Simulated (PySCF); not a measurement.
In(Br)(OH)(NH2) (BrH3InNO), SMILES [OH][In]([Br])[NH2]. Atoms are numbered in the order given.

```xyz
7

In     0.5563     0.3770     0.1529
Br    -1.4421    -1.0195    -0.4321
O      0.6675     2.2061    -0.6481
H     -0.0768     2.3774    -1.2429
N      1.8823    -0.2439     1.5654
H      2.8185     0.1464     1.4574
H      1.9594    -1.2576     1.6441
```

Coordinates come from a B3LYP-D3(BJ)/def2-SVP optimisation. The structure was generated by enumeration; whether it is a known compound was not checked. The def2 effective core potentials stand for the cores of In; spin–orbit coupling is left out. One conformer was computed; it need not be the lowest.

Level of theory: IEF-PCM-M06-2X/def2-SVP run with PySCF 2.14.0.

The values are the electrostatic part of the solvation free energy, E(continuum) − E(gas) at the gas-phase geometry, in a cavity of scaled van der Waals radii (PySCF's table); cavitation and dispersion terms are not included. A continuum can't describe solvent molecules that bind to the metal. In vacuum the orbital gap is 8.00 eV. The dipole moment in vacuum is 1.80 D.

```json
[
 {"solvent": "water", "ε": "78.36", "ΔG(elec) (kcal/mol)": "-11.5", "dipole (D)": "2.31", "gap (eV)": "8.11"},
 {"solvent": "ethanol", "ε": "24.85", "ΔG(elec) (kcal/mol)": "…", "dipole (D)": "…", "gap (eV)": "…"},
 {"solvent": "1-octanol", "ε": "9.86", "ΔG(elec) (kcal/mol)": "-9.9", "dipole (D)": "2.24", "gap (eV)": "8.09"}
]
```

### Question
Complete the blanks. (Estimate from the structure and the level; the computed values follow.)

### Answer

- ethanol, ΔG(elec) (kcal/mol): -11.0
- ethanol, dipole (D): 2.28
- ethanol, gap (eV): 8.10
